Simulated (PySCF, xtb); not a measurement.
C2H8BNO2, SMILES C(B(O)N)OC. The values are those of a single conformer.

Harmonic wavenumbers (cm⁻¹) from GFN2-xTB (xtb) at its own minimum, in rising order: 58, 99, 142, 233, 310, 372, 420, 442, 465, 538, 559, 777, 841, 851, 968, 990, 1104, 1136, 1161, 1214, 1216, 1325, 1394, 1409, 1473, 1485, 1497, 1515, 2800, 2842, 2874, 2902, 3018, 3518, 3569, 3658.

### Question
What does B3LYP-D3(BJ)/def2-SVP in PySCF give at its own minimum? (An estimate is asked for; the answer gives what the named calculation found.)

### Answer
69, 102, 161, 242, 333, 394, 415, 436, 469, 493, 623, 796, 899, 902, 993, 1019, 1177, 1183, 1218, 1247, 1272, 1402, 1438, 1453, 1457, 1469, 1498, 1591, 2915, 2940, 2952, 3002, 3111, 3603, 3715, 3880. Paired by order, the mean absolute difference is 52 cm⁻¹ and the zero-point energies are 70.3 and 72.7 kcal/mol.
